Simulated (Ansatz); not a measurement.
Two isomers of C3H7FSi: A = `C/C=C(\F)[SiH3]`, B = `C[C@@H]1C[Si@@H]1F`.

Program: Ansatz. Geometries: PBE0-D4/def2-TZVP. ΔE: electronic, gas phase. CCSD(T)/CBS adds triple-zeta CCSD(T) − MP2 to the extrapolated MP2 energy (def2 sets, frozen cores). Functionals use def2-TZVPP. B3LYP here is the variant with VWN-RPA as its local correlation; programs differ in this.

A:

```xyz
12

C     1.144    1.244   -1.250
C     0.087    0.680   -0.367
C     0.097   -0.527    0.188
F     1.149   -1.356   -0.045
Si   -1.222   -1.249    1.298
H     1.955    0.534   -1.408
H     1.561    2.158   -0.816
H     0.726    1.518   -2.223
H    -0.777    1.298   -0.145
H    -2.287   -0.226    1.451
H    -1.784   -2.484    0.693
H    -0.649   -1.592    2.625
```

B:

```xyz
12

C    -0.5276    0.3430    1.4178
C     0.1214   -0.4821    0.3342
C     1.0929    0.2689   -0.6547
Si   -0.3907   -0.4593   -1.4201
F    -1.5739    0.5131   -1.8746
H    -1.3183   -0.2181    1.9212
H    -0.9814    1.2513    1.0124
H     0.2037    0.6493    2.1730
H     0.5376   -1.4213    0.6956
H     2.0842   -0.1536   -0.7875
H     1.1190    1.3468   -0.5114
H    -0.3668   -1.6379   -2.3060
```

(1) Which isomer does CCSD(T)/CBS put lower? Give the gap. (Estimate.)

(2) Give E(B) − E(A) in kcal/mol with BLYP-D4, ωB97M-V, LDA (SPW92), HF/def2-TZVPP, PBE0-D4, B3LYP, MP2/def2-TZVPP. (Estimate.)

(3) Does the order hold for the free energy at 298.15 K (harmonic terms from PBE0-D4)? (An estimate is asked.)

Largest T1 diagnostic: 0.012.

Answers

(1) The calculation gave: B, by 37.1 kcal/mol.

(2) Computed: BLYP-D4 -30.0, ωB97M-V -36.5, LDA (SPW92) -37.2, HF/def2-TZVPP -30.5, PBE0-D4 -36.9, B3LYP -32.0, MP2/def2-TZVPP -40.5. None reverses the order clearly.

(3) The calculation gave: Yes: G(B) − G(A) = -33.1 kcal/mol.

Leaving LDA and LC-ωPBE aside and taking each functional with its dispersion term where it has one, the values, not all of them listed here, spread over 9.6 kcal/mol, from PBE-QIDH to BLYP-D4. LDA lies −3.1 kcal/mol from PBE without D4. In def2-TZVPP, CCSD(T) changes the Hartree–Fock value by −5.2 kcal/mol (the triples alone add +0.3 kcal/mol) and MP2 by −10.0 kcal/mol.
